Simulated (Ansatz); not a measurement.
Z-matrix (Å, degrees):
```
C
Ge 1 1.966
N 1 1.455 2 109.9
H 1 1.093 2 106.8 3 118.0
H 1 1.100 2 108.8 3 -127.0
H 2 1.540 1 110.4 3 173.0
H 2 1.542 1 108.9 3 53.8
H 2 1.536 1 110.6 3 -65.7
H 3 1.013 1 111.1 2 176.9
H 3 1.012 1 111.0 2 -64.1
```

Charge 0, multiplicity 1.

(1) List the B3LYP/def2-TZVPP orbital energies in eV (Ansatz 0.2.0). (Estimate.)

Answers

(1) The calculation gave: Occupied: -10849.84, -1354.23, -1205.13, -1205.13, -1205.12, -389.21, -277.45, -168.77, -119.02, -119.01, -118.99, -32.59, -32.58, -32.57, -32.51, -32.51, -24.11, -18.10, -14.74, -13.31, -12.45, -11.13, -9.13, -9.05, -8.54, -6.68. Lowest empty: 0.41, 1.10, 1.24, 1.65, 1.93, 2.22, 2.76, 3.24.

B3LYP here is the variant with VWN-RPA as its local correlation; programs differ in this.
